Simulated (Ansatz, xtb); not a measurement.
**Relaxing a trial structure of BClFSi+**

The starting geometry of this gas-phase singlet has its atoms placed at random.

| atom | x (Å) | y (Å) | z (Å) |
| --- | --- | --- | --- |
| B | 1.3686 | -0.0448 | 0.3488 |
| Cl | 0.3049 | 1.4818 | -0.5438 |
| F | 0.9051 | -0.9102 | -1.0916 |
| Si | -1.4352 | -0.0759 | -0.8517 |

**Question.** Guess where an optimisation with r2SCAN-D4/def2-SVP ends from this start.

**Answer.** It falls apart into ClSi + BF (formulas without charges). Distances that change by over a tenth: Cl2–Si4 (2.36 → 1.99 Å). Contacts that open: B1–Cl2 (2.06 → 4.66 Å). Contacts that close: B1–F3 (1.74 → 1.31 Å).

The energy falls by 3.20 eV over 16 steps:

```json
{"step": "1", "E − E(last) (eV)": "3.205"}
{"step": "3", "E − E(last) (eV)": "1.315"}
{"step": "4", "E − E(last) (eV)": "1.043"}
{"step": "6", "E − E(last) (eV)": "0.551"}
{"step": "8", "E − E(last) (eV)": "0.095"}
{"step": "9", "E − E(last) (eV)": "0.032"}
{"step": "11", "E − E(last) (eV)": "0.018"}
{"step": "13", "E − E(last) (eV)": "0.002"}
{"step": "14", "E − E(last) (eV)": "0.001"}
{"step": "16", "E − E(last) (eV)": "0.000"}
```

Final geometry (Å):

```yaml
atoms:
  - { symbol: B, position_ang: [2.1859, -1.2775, 0.0827] }
  - { symbol: Cl, position_ang: [-0.8634, 2.1472, -0.7273] }
  - { symbol: F, position_ang: [1.0938, -0.6738, -0.3016] }
  - { symbol: Si, position_ang: [-1.2728, 0.2551, -1.1922] }
```

From the same start GFN2-xTB reaches the same bonding as this run.

From so rough a start the end depends on the optimiser's path, so another program may land elsewhere. The end wasn't checked by frequencies. Run with Ansatz 0.2.0, 32 s on 1 thread of Intel(R) Xeon(R) Platinum 8259CL CPU @ 2.50GHz (Skylake/Cascade Lake), on a shared host.
